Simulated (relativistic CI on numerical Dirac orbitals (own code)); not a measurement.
## Hyperfine structure of Eu XLI, mass number 151

Calculated at this level of theory: Dirac-Coulomb-Breit CI, separate exchange-only KLI orbitals for each configuration, a model potential for QED, unscaled Slater integrals (own radial code, finite nucleus).

Configuration list (outside the closed core [Ne]): 3s2 3p6 3d5, 3s2 3p5 3d6, 3s2 3p4 3d7, 3s 3p6 3d6, 3p6 3d7, 3s 3p5 3d7, 3s2 3p6 3d4 4s, 3s2 3p6 3d4 4p, 3s2 3p4 3d6 4s, 3s2 3p5 3d5 4s, 3s2 3p6 3d4 4f, 3p6 3d6 4s, 3s2 3p6 3d3 4s2, 3s2 3p6 3d4 5s, 3p6 3d5 4s2. Levels of other configurations are missing.

Nuclear spin I = 5/2, μ = 3.4635 μN, Q = 0.903 b (tables of Stone and Pyykkö). The electronic factors are computed for point nuclear moments, without core polarisation or the Bohr-Weisskopf and QED corrections.

| Level | E (cm⁻¹) | A (MHz) | B (MHz) |
| --- | --- | --- | --- |
| 3s2 3p6 3d5 4P_1/2 | 339776 | -17710 |  |
| 3s2 3p6 3d5 2D_3/2 | 448184 | 72130 | -33200 |
| 3s2 3p6 3d5 4D_7/2 | 502220 | 29700 | -4150 |
| 3s2 3p6 3d5 2I_11/2 | 510593 | 42650 | 1300 |
| 3s2 3p6 3d5 4G_9/2 | 523761 | 37070 | -5770 |

Levels with J = 0, under 50 % of one LS term, or S terms without an open s electron are left out. Small factors come from cancelling terms and can be off by tens of per cent or more.

At this charge energies of transitions that change n are usually good to better than 1 %, and those within a shell (Δn = 0) to a few per cent. Terms inside the open d or f shell come out 10 to 20 % too wide with unscaled integrals.

Task: Give the hyperfine levels of 3s2 3p6 3d5 2D_3/2 relative to its centre of gravity.

Result: With K = F(F + 1) − I(I + 1) − J(J + 1), E = AK/2 + B[¾K(K + 1) − I(I + 1)J(J + 1)]/[2I(2I − 1)J(2J − 1)]: F = 1: -401900, F = 2: -231100, F = 3: 230.3, F = 4: 262200 MHz.

LS names give the leading component of a level, which can be under half, so a name can repeat, a term be missing and a line seem to break the LS rules.
